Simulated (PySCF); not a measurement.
Bonds (- single, = double, # triple, : aromatic): C1=C2 1.308 Å, C2=C3 1.310 Å, C3-C4 1.502 Å, C4-C5 1.507 Å, C5-F6 1.351 Å, C5-F7 1.354 Å. C1 carries H8, H9; C3 carries H10; C4 carries H11, H12; C5 carries H13.

Geometry: PBE0-D3(BJ)/def2-SVP; GIAO shifts from PySCF, gas phase, non-relativistic, averaged over equivalent atoms.

At PBE/pcSseg-1 (149 basis functions, 18 s wall time on 1 thread of an Arm Neoverse V2, shared host):
```csv
atoms,δ (ppm)
C2,217.9
C5,123.0
C3,88.0
C1,80.9
C4,36.8
F6/F7,-149.0
H13,6.20
H10,5.23
H8/H9,5.07
H11/H12,2.27
```

Referencing at the same level of theory: TMS for 13C (σref 180.03) and 1H (σref 31.20); 19F (σref 144.73) against CFCl3.

**Question.** Predict the values at PBE0/aug-cc-pVDZ on the same geometry.

**Answer.** 
| atoms | δ at PBE0/aug-cc-pVDZ | change |
| --- | --- | --- |
| C2 | 207.2 | -10.7 |
| C5 | 112.7 | -10.3 |
| C3 | 84.2 | -3.8 |
| C1 | 76.6 | -4.3 |
| C4 | 33.9 | -2.9 |
| F6/F7 | -126.3 | +22.7 |
| H13 | 6.11 | -0.09 |
| H10 | 5.39 | +0.16 |
| H8/H9 | 5.11 | +0.04 |
| H11/H12 | 2.42 | +0.15 |

Referencing at the same level of theory: TMS for 13C (195.12 ppm), 1H (31.39 ppm); 19F (194.15 ppm) vs CFCl3.

The largest change is at F6/F7 (fluorine of a CF2 group). Cost: 215 basis functions, 26 s wall time on 1 thread of an Arm Neoverse V2, shared host. The order of the carbon signals is the same at both levels.

Unscaled 19F shifts against computed CFCl3 carry errors that often reach 10 to 50 ppm.
